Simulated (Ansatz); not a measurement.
`FC1=NC[Se]1` + H₂ → `C1=NC[Se]1` + H–F at 600 K and 1 bar (hydrogenolysis of a C–F bond).

Gas-phase electronic energies from Ansatz, PBE0-D4/def2-TZVP geometries. CCSD(T)/CBS is the MP2 limit (def2-TZVPP, def2-QZVPP) plus CCSD(T) − MP2 in def2-TZVPP, frozen cores. This one scheme is used for every species. For Se outer-core shells are correlated without core-valence functions, which leaves a few kJ/mol of doubt a bond. Scalar relativity is left out up to krypton.

```csv
species,CCSD(T)/CBS energy (Eh),H − E (kJ/mol),S (J/(mol·K))
`FC1=NC[Se]1`,-2632.44882,149.3,365.8
H₂,-1.17544,43.9,150.8
`C1=NC[Se]1`,-2533.25780,163.5,340.9
H–F,-100.39570,42.3,194.0
```

H − E and S are ideal-gas, rigid-rotor, harmonic terms from PBE0-D4/def2-TZVP. For small species the MP2-based limit differs from directly extrapolated CCSD(T) by up to some mEh (0.8 for H₂); such offsets cancel only in part. 1 Eh = 2625.50 kJ/mol, R = 8.31446 J/(mol·K).

**Question.** By hand: ΔE, ΔH, ΔS and ΔG.

**Answer.** ΔE = (-2533.25780) + (-100.39570) − (-2632.44882) − (-1.17544) = -0.02924 Eh = -76.8 kJ/mol. Δ(H − E) = 163.5 + 42.3 − 149.3 − 43.9 = 12.6, so ΔH = -64.2 kJ/mol. ΔS = 340.9 + 194.0 − 365.8 − 150.8 = 18.3 J/(mol·K). ΔG = -64.2 − 600 × (18.3)/1000 = -75.2 kJ/mol.

**Question.** By hand: the equilibrium constant, and the temperature at which ΔG would vanish if ΔH and ΔS stayed fixed.

**Answer.** log₁₀ K = −ΔG/(RT ln 10) = 6.5. ΔH and −TΔS have one sign here, so there is no such temperature.

ΔH outweighs TΔS. A doubt of 5 kJ/mol in ΔE shifts log₁₀ K by 0.4 here. These are equilibria of isolated gas molecules and say nothing of rates. Largest T1 diagnostic: 0.013 (customary marks: 0.02 for closed shells, 0.045 for open ones).
